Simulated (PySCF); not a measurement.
Here is a computed GFN2-xTB geometry (Å):
```
C 
C   1  1.4598
C   2  1.4784  1  116.88
S   3  1.8474  2  111.05  1   124.46
C   4  1.8416  3   97.15  2   -63.21
F   5  1.3437  4  110.35  3    72.62
F   5  1.3328  4  110.85  3   -44.29
F   5  1.3073  4  110.82  3  -166.58
C   2  1.4009  1  124.11  3   178.95
C   9  1.5630  2  120.21  1   -34.08
C  10  1.4506  9   62.12  2   108.53
H   1  1.0954  2  109.65  3   -60.22
H   1  1.0852  2  114.42  3   177.22
H   1  1.0941  2  109.64  3    53.39
H   3  1.0937  2  111.11  1  -122.29
H   3  1.0902  2  113.33  1     1.08
H   9  1.0836  2  116.22  1   179.73
H  10  1.0799  9  113.03 11   112.83
H  10  1.0793  9  116.20 11  -112.37
H  11  1.0795  9  116.73 10   112.11
H  11  1.0802  9  112.99 10  -112.49
```
Z-matrix in Å and degrees, rows numbered from 1.

Charge +1, singlet.

Read off the bonds between heavy atoms and their formal orders.

C1–C2 (single); C2–C3 (single); C3–S4 (single); S4–C5 (single); C5–F6 (single); C5–F7 (single); C5–F8 (single); C2–C9 (single); C9–C10 (single); C10–C11 (single); C9–C11 (single). Hydrogens: H12, H13, H14 on C1; H15, H16 on C3; H17 on C9; H18, H19 on C10; H20, H21 on C11.

Give the structure as a SMILES string.

`C[C+](CSC(F)(F)F)C1CC1`, [C7H10F3S]+. Among its features: sulfide, CF3 group, C–F bond and cyclopropane ring.

Name the point group.

C1 (no symmetry element, even within 0.4 Å).

Which rings does it hold (smallest set)?

C9–C10–C11 (3 members).

Describe the place of each heavy atom.

C1: methyl carbon; C2: formal carbocation centre; C3: sp3 carbon bound to sulfur; S4: sulfide sulfur; C5: CF3 carbon; F6/F7/F8: fluorine of a CF3 group; C9: three-membered-ring carbon; C10/C11: three-membered-ring carbon.

What is the arrangement about C10?

It has 4 neighbours (C9, C11, H18, H19) and has angles from 62.1° to 120.5°.

What is the arrangement about C3?

It has 4 neighbours (C2, S4, H15, H16) and is distorted tetrahedral (angles from 102.4° to 113.3°).
